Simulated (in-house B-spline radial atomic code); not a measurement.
Results of a calculation; reference values are marked as such.
**Softness against transferability: the 3s channel of Fe**

Fe, [Ar] 3d6 4s2, non-relativistic PBE, spherical and spin-unpolarised, from a B-spline radial code for spherical atoms (atomic units). The all-electron 3s level is ε = -3.378821 hartree, its outermost node lies just inside 0.34 bohr and its outer maximum at 0.71 bohr.

Troullier-Martins pseudo-orbitals are made for several radii. The cutoffs (hartree) are the plane-wave energies beyond which the orbital holds less than the named kinetic energy per electron. The phase error is the difference, pseudo minus all-electron, of arctan(R P'/P) at R = 1.29 bohr for all radii, half a hartree below and above the level.

| r_c (bohr) | V_l(0) (hartree) | cutoff for 10 mEh | for 1 mEh | for 0.1 mEh | phase error at ε − 0.5 (mrad) | at ε + 0.5 (mrad) |
| --- | --- | --- | --- | --- | --- | --- |
| 0.53 | -51.98 | 152 | > 450 | > 450 | -4.3 | -0.7 |
| 0.61 | -8.38 | 104 | 226 | > 450 | -2.2 | -0.4 |
| 0.71 | 9.04 | 74.4 | 108 | 192 | -1.5 | -0.2 |
| 0.8 | 7.88 | 72.5 | 105 | 184 | -1.7 | -0.3 |
| 0.89 | 3.78 | 63.2 | 92.5 | 160 | -2.7 | -0.4 |
| 0.99 | 0.11 | 37 | 77.4 | 131 | -5.3 | -0.8 |

Q: Which radius needs the lowest cutoff for 1 mEh while both phase errors stay within 2.8 mrad?

A: The radii within that limit are 0.61, 0.71, 0.8, 0.89 bohr; of these r_c = 0.89 needs the least, 92.5 hartree, that is 185 Ry or 2517 eV.
